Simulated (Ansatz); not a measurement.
`CC(C)[O][Mg][O]C(C)C`, relaxed with RKS PBE-D4/def2-SVP in Ansatz 0.2.0 from a rough embedded geometry. The force threshold is 0.03 eV/Å; the program also tests the step.

Total charge 0; spin multiplicity 1.

Start:

```xyz
23

C    -0.236    1.399    1.807
C    -0.328    2.315    0.526
C    -0.800    3.736    0.880
O     1.004    2.322   -0.085
Mg    1.159    0.535   -0.901
O     1.373   -1.258   -1.738
C     0.753   -2.133   -0.836
C    -0.753   -1.947   -0.953
C     1.140   -3.528   -1.158
H     0.038    0.413    1.483
H    -1.284    1.393    2.240
H     0.474    1.827    2.497
H    -1.097    1.904   -0.231
H    -0.067    4.220    1.598
H    -0.798    4.359   -0.018
H    -1.763    3.738    1.306
H     1.067   -1.883    0.173
H    -1.309   -2.577   -0.232
H    -1.042   -0.876   -0.671
H    -1.167   -2.110   -1.977
H     2.187   -3.686   -1.075
H     0.819   -3.864   -2.158
H     0.631   -4.299   -0.477
```

```tsv
step	energy (eV)	largest force (eV/Å)	largest move (Å)
1	-15964.0417	3.097	0.000
2	-15964.7088	1.153	0.134
3	-15964.8930	0.552	0.144
4	-15964.9620	0.220	0.138
5	-15965.0090	0.139	0.135
6	-15965.0572	0.161	0.196
7	-15965.0607	0.428	0.194
8	-15965.0732	0.994	0.092
9	-15965.1250	0.325	0.133
10	-15965.1638	0.097	0.200
11	-15965.1779	0.465	0.197
13	-15965.2135	0.124	0.198
15	-15965.2423	0.189	0.195
17	-15965.2622	0.217	0.094
19	-15965.2796	0.197	0.156
21	-15965.2949	0.110	0.116
23	-15965.3048	0.132	0.064
25	-15965.3109	0.065	0.108
27	-15965.3128	0.043	0.033
29	-15965.3145	0.033	0.097
31	-15965.3148	0.036	0.024
33	-15965.3151	0.045	0.044
35	-15965.3153	0.020	0.013
```

End:

```xyz
23

C    -1.269    2.903    2.257
C    -0.887    2.932    0.772
C     0.331    3.830    0.522
O    -0.661    1.642    0.289
Mg   -0.055   -0.025    0.042
O     0.552   -1.691   -0.208
C     0.792   -2.977   -0.696
C    -0.515   -3.771   -0.813
C     1.540   -2.922   -2.033
H    -2.153    2.252    2.417
H    -1.513    3.917    2.639
H    -0.428    2.501    2.862
H    -1.751    3.375    0.211
H     1.210    3.451    1.086
H     0.590    3.838   -0.556
H     0.142    4.877    0.840
H     1.448   -3.517    0.034
H    -0.333   -4.816   -1.140
H    -1.039   -3.801    0.164
H    -1.191   -3.291   -1.554
H     2.481   -2.346   -1.927
H     0.913   -2.422   -2.804
H     1.796   -3.937   -2.403
```

It took 2.1 min on 4 threads of an AMD EPYC 7R13 on a shared host and a share of an NVIDIA H100 80 GB, with 0.86 GiB of host memory at the peak.
